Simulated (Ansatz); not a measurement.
Computed with Ansatz on PBE0-D4/def2-TZVP structures; ΔE is electronic, products minus reactants. CCSD(T)/CBS adds triple-zeta CCSD(T) − MP2 to the extrapolated MP2 energy (def2 sets, frozen cores). This one scheme is used for every species. Double bonds are as drawn, so ΔE can hold a change between cis and trans. DFT in def2-TZVPP. Each species was taken in one conformer, which may not be the lowest.

Reaction (substitution at a C–C bond): `F/C(=C/C(F)F)C(F)F` + H–F → `F/C=C(\F)C(F)F` + `FCF`

CCSD(T)/CBS gives +71.4 kJ/mol.

Another level gave +57.7 kJ/mol. Which?
A. HF/def2-TZVPP
B. ωB97X-V/def2-TZVPP
C. PBE-QIDH/def2-TZVPP
D. BLYP-D4/def2-TZVPP

B. ωB97X-V 57.7, HF/def2-TZVPP 43.8, BLYP-D4 53.7, PBE-QIDH 65.6 kJ/mol.

What do rigid-rotor, harmonic-oscillator terms from PBE0-D4/def2-TZVP frequencies (298.15 K, 1 bar) make of the CCSD(T)/CBS value? (Best estimate.)

Computed: ΔZPE = +6.6 kJ/mol, ΔH = +74.6 kJ/mol, ΔS = 16 J/(mol·K), ΔG = +69.9 kJ/mol. Modes under 50 cm⁻¹ make the entropy rough.

Largest T1 diagnostic among the species: 0.012.

From BLYP to BHLYP (50 % exact exchange), in def2-TZVPP and without D4, ΔE moves by +7.9 kJ/mol. At CCSD(T), def2-SVP lies −12.7 kJ/mol from the extrapolated value and def2-TZVPP −4.2 kJ/mol.
